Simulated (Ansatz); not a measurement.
Reaction (formal exchange of groups at the Si–Se bond): `Cl[Si](Cl)(Cl)[SeH]` + `C=COCO` → `C=CO[Si](Cl)(Cl)Cl` + `OC[SeH]`

Isolated molecules relaxed with PBE0-D4/def2-TZVP in Ansatz; ΔE leaves out vibrations. CCSD(T)/CBS is the MP2 limit (def2-TZVPP, def2-QZVPP) plus CCSD(T) − MP2 in def2-TZVPP, frozen cores. DFT in def2-TZVPP. For Se outer-core shells are correlated without core-valence functions, which leaves a few kJ/mol of doubt a bond. Scalar relativity is left out up to krypton. One conformer a species, not always the lowest.

```
             level  ΔE (kcal/mol)
           PBE0-D4           -8.3
     HF/def2-TZVPP          -11.4
CCSD(T)/def2-TZVPP          -11.5
    MP2/def2-QZVPP          -11.0
```

Task: What does CCSD(T)/CBS give? (An estimate is asked.)

Result: Ansatz gave: -10.8 kcal/mol. The listed levels differ from it by 2.5, -0.6, -0.7, -0.2 kcal/mol.

Largest T1 diagnostic among the species: 0.012.
